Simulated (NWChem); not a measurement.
System: AuNH$_{3}$I; SMILES [NH3]->[Au][I]

def2 effective core potentials on I, Au; no spin-orbit coupling.

**Question.** Give the equilibrium geometry at PBE0/def2-SVP with def2 effective core potentials on I, Au (NWChem) as an XYZ file, with the point group.

**Answer.** point group C3v; any orientation.
```
6

Au     0.0000     0.0000    -0.8313
I      0.0000     0.0000     1.7149
N      0.0000     0.0000    -2.9666
H      0.8124     0.4912    -3.3417
H     -0.8316     0.4580    -3.3417
H      0.0192    -0.9492    -3.3417
```
